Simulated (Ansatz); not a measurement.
All numbers were calculated with Ansatz.

A structure relaxed at PBE0-D4/def2-TZVP, charge 0, multiplicity 1:

```xyz
10

C     0.226    1.207    0.102
O    -0.870    0.617    0.830
C    -0.903   -0.751    0.374
Si    0.746   -0.503   -0.521
H    -0.137    1.908   -0.658
H     0.892    1.746    0.781
H    -1.776   -0.934   -0.263
H    -0.943   -1.437    1.224
H     1.946   -1.105    0.120
H     0.819   -0.749   -1.988
```

(1) Give its formula and SMILES.

(2) Point group (tolerance 0.08 Å, 0.16 Å for H)?

(3) Summarise the bond lengths by kind.

## Answers

(1) C2H6OSi, `C1OC[SiH2]1`.

(2) Cs.

(3) 2 × C–O 1.442 Å; 2 × C–Si 1.893 Å; 4 × C–H 1.093 to 1.096 Å; 2 × H–Si 1.488 to 1.489 Å.
